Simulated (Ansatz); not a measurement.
Reaction (ligand exchange at the Si–F bond): `C=C[Si](N)(F)OC` + HCl → `C=C[Si](N)(Cl)OC` + H–F

Isolated molecules relaxed with PBE0-D4/def2-TZVP in Ansatz; ΔE leaves out vibrations. CCSD(T)/CBS is the MP2 limit (def2-TZVPP, def2-QZVPP) plus CCSD(T) − MP2 in def2-TZVPP, frozen cores. This one scheme is used for every species. DFT in def2-TZVPP. B3LYP here is the variant with VWN-RPA as its local correlation; programs differ in this. One conformer a species, not always the lowest.

`C=C[Si](N)(F)OC`:

Z-matrix (Å, degrees):
```
Si
C 1 1.843
F 1 1.601 2 109.6
N 1 1.701 2 116.1 3 -116.0
O 1 1.626 2 105.5 3 119.2
C 2 1.331 1 123.7 3 -124.4
H 2 1.089 1 118.0 3 57.1
H 4 1.005 1 121.2 2 105.0
H 4 1.005 1 122.8 2 -52.3
C 5 1.410 1 125.4 2 175.1
H 6 1.087 2 122.2 1 -178.7
H 6 1.085 2 121.2 1 1.5
H 10 1.095 5 111.5 1 -37.5
H 10 1.094 5 110.6 1 83.6
H 10 1.092 5 108.4 1 -157.4
```

HCl:

```xyz
2

Cl    0.339   -0.167    0.515
H    -0.339    0.167   -0.515
```

`C=C[Si](N)(Cl)OC`:

Z-matrix (Å, degrees):
```
Si
C 1 1.846
Cl 1 2.064 2 109.2
N 1 1.706 2 117.2 3 117.9
O 1 1.628 2 105.2 3 -120.0
C 2 1.329 1 125.1 3 -5.6
H 2 1.090 1 116.9 3 175.4
H 4 1.007 1 120.8 2 57.1
H 4 1.006 1 120.2 2 -91.1
C 5 1.412 1 124.7 2 179.6
H 6 1.086 2 122.0 1 -178.9
H 6 1.086 2 121.6 1 1.5
H 10 1.094 5 110.5 1 -78.4
H 10 1.091 5 108.1 1 162.6
H 10 1.094 5 111.5 1 42.7
```

H–F:

Z-matrix (Å, degrees):
```
F
H 1 0.920
```

```csv
level,ΔE (kcal/mol)
r2SCAN-D4,11.8
B3LYP-D4,12.0
ωB97M-V,11.6
CCSD(T)/def2-TZVPP,12.0
```

**Question.** What does CCSD(T)/CBS give? (Best estimate.)

**Answer.** Computed: +10.8 kcal/mol. The listed levels differ from it by 1.0, 1.2, 0.8, 1.2 kcal/mol.

Largest T1 diagnostic among the species: 0.011.

The D4 term adds −2.1 kcal/mol with B3LYP and −1.2 kcal/mol with PBE0; it sums over pairs of atoms, weighted by their polarisabilities, and B3LYP, whose exchange is more repulsive, gets the larger term. In def2-TZVPP, CCSD(T) changes the Hartree–Fock value by −4.1 kcal/mol (the triples alone add −0.9 kcal/mol) and MP2 by −6.1 kcal/mol.
